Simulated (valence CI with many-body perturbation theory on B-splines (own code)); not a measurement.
Results of a calculation; reference values are marked as such.
Sensitivity of CI+MBPT for Sb³⁰⁺

Level of theory: relativistic CI+MBPT: three valence electrons over a frozen Dirac-Fock core [Ar], radial functions for each j: 6 s, 6 p, 5 d, 5 f, 1 g, with the one-electron correlation potential Σ1 (screened to all orders), the two-electron term Σ2, the three-electron term Σ3, Breit, model QED; selected single and double excitations, second order for the rest, scaled by the run's own slope (own B-spline code, finite nucleus).

No measured spectrum was set against this ion. As an estimate, large intervals hold to a few tenths of a per cent, small ones and those within an open d or f shell to about a per cent. Only levels of the ground parity were solved; by the run's estimate the other parity begins above the list, which can be wrong where configurations are misplaced.

The reference run has the lowest level (3d3/2^3) J=3/2 and an ionisation energy of 1781.61 eV. Its largest variational space holds 2233 state functions.

Levels are named by their leading jj configuration (3d3/2^4 stands for four electrons in 3d with j = 3/2), which in mixed levels can hold well under half, so a name can repeat and another be missing. Letters in brackets count levels of one name in rising energy.

Changed runs:
A. scale of Σ1 1 → 0.9
B. logarithmic knot step 0.27 → 0.4; selection threshold (hartree) 2e-08 → 2e-07
C. orbitals per symmetry with explicit Σ2 and valence Breit (the others get mean screening factors) 5 → 3; lowest core n in screening and Σ2 1 → 2
D. start configuration 3d3 → 3s3 (bad on purpose)

Excitation energies of the reference run in cm⁻¹, and shifts in cm⁻¹:

```tsv
Level	Reference	A	B	C
(3d3/2^2 3d5/2) J=5/2	61879	-61	-0.7	-23
(3d3/2^2 3d5/2) J=7/2	98155	-79	-0.8	+25
(3d3/2^2 3d5/2) J=3/2	105697	-56	-0.5	-26
(3d3/2^2 3d5/2) J=9/2	113381	-73	-0.6	+132
(3d3/2^2 3d5/2) J=1/2	124223	-66	-0.7	-72
(3d3/2 3d5/2^2) J=7/2 [a]	178691	-121	-0.9	+162
(3d3/2 3d5/2^2) J=5/2 [a]	187535	-108	-1.0	-46
(3d3/2 3d5/2^2) J=9/2	188782	-131	-1.2	+152
(3d3/2 3d5/2^2) J=3/2 [a]	214934	-135	-1.0	+45
(3d3/2 3d5/2^2) J=1/2	226929	-139	-1.1	+14
(3d3/2 3d5/2^2) J=11/2	239260	-140	-1.1	+316
(3d3/2 3d5/2^2) J=5/2 [b]	257028	-146	-0.9	+114
Ionisation energy (eV)	1781.61	-0.26	-0.0058	+0.039
```

Run D: It gave no result: a shell was given more electrons than it holds. The program said: "a valence shell holds more than 4l+2 electrons".
